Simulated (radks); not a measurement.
Task: The strontium ion Sr5+, 33 electrons, occupied as [Ar] 3d10 4s2 4p3 (the NIST ground configuration). Method: scalar-relativistic Kohn-Sham, LDA (Slater exchange, VWN5 correlation), spin-polarised, spherical densities, finite nucleus; open shells are filled with parallel spins first (spin-orbit coupling, left out, can overturn this in heavy ions); Fermi nuclear charge, rms radius 4.224 fm; computed with a radial shooting solver on a logarithmic mesh with Libxc functionals. Some entries of the table are withheld. Estimate them.

| orbital | occ. | eigenvalue (hartree) | <r^2> (bohr^2) |
|---|---|---|---|
| 1s up | 1 | -587.3054 | 0.002072 |
| 1s down | 1 | -587.2890 | 0.002071 |
| 2s up | 1 | -81.68130 | 0.03516 |
| 2s down | 1 | -81.67026 | 0.03515 |
| 2p up | 3 | -72.92563 | 0.02768 |
| 2p down | 3 | -72.91035 | 0.02768 |
| 3s up | 1 | -14.67139 | 0.2785 |
| 3s down | 1 | -14.65045 | 0.2780 |
| 3p up | 3 | -11.84346 | 0.2900 |
| 3p down | 3 | -11.82003 | 0.2891 |
| 3d up | 5 | -7.15544 | 0.2999 |
| 3d down | 5 | -7.12892 | 0.2972 |
| 4s up | 1 | -3.73701 | 1.816 |
| 4s down | 1 | -3.59877 | 1.823 |
| 4p up | 3 | -2.99565 | 2.195 |
| 4p down | 0 | -2.85901 | 2.229 |
| 4d up | 0 | -1.90740 | 3.383 |
| 4d down | 0 | -1.79081 | 3.586 |
| 5s up | 0 | (1) | 7.746 |
| 5s down | 0 | (2) | 8.092 |

Result: 
(1) 5s up eigenvalue (hartree): -1.52340
(2) 5s down eigenvalue (hartree): -1.47790
